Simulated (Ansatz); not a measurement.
Coupled-cluster diagnostics for the cluster SbF₃ (the lowest singlet isomer of a short search), Ansatz.

Geometry of the singlet (B3LYP-D4/def2-TZVP):

Cartesian coordinates in Å:
```
Sb 0.025 -0.415 0.622
F -1.241 0.988 0.410
F 1.516 0.619 0.052
F -0.300 -1.192 -1.083
```

In the def2 sets Sb takes a core potential; there is no spin–orbit coupling. Correlated methods freeze 7 core orbitals; core or outer-core shells of Sb are correlated, in sets that lack core-valence functions. In the quintet geometry the species has come apart into loosely held pieces. The structure comes from a short search, and lower isomers may exist.

Geometry of the charge 0 triplet (B3LYP-D4/def2-TZVP):

```xyz
4

Sb    0.215   -0.508    0.496
F     0.728   -1.168   -1.219
F    -1.590    0.256    0.251
F     0.647    1.420    0.472
```

Geometry of the charge 0 quintet (B3LYP-D4/def2-TZVP):

Cartesian coordinates in Å:
```
Sb 1.474 0.731 -0.521
F -0.236 -0.053 1.900
F -1.415 0.050 -1.290
F 0.177 -0.727 -0.089
```

Estimate the CCSD(T) correlation energy, the shares of MP2 and (T), T1 and the reference's ⟨S²⟩ for: charge 0, singlet, own geometry in def2-TZVPP; charge 0, triplet, own geometry in def2-TZVPP; charge 0, quintet, own geometry in def2-TZVPP; charge 1, doublet, vertical in def2-TZVPP; and the rough time on 4 threads of Arm Neoverse V2 on a shared host.


```
                          state       basis  correlation (eV)  MP2 share (%)  (T) share (%)     T1  ⟨S²⟩ (pure)  wall time
charge 0, singlet, own geometry  def2-TZVPP           -30.254           98.5            2.9  0.016  0.00 (0.00)       10 s
charge 0, triplet, own geometry  def2-TZVPP           -29.872           97.8            3.2  0.022  2.03 (2.00)       43 s
charge 0, quintet, own geometry  def2-TZVPP           -27.230           95.7            2.4  0.021  6.03 (6.00)    2.4 min
    charge 1, doublet, vertical  def2-TZVPP           -29.805           97.9            3.3  0.023  0.79 (0.75)       40 s
```
Customary marks for T1 are 0.02 (closed shells), 0.045 (open shells) and about 0.05 (3d metals). T1 exceeds 0.02 in 3 of 4 rows and 0.045 in 0; the higher it lies, the less the single-reference result can be trusted.
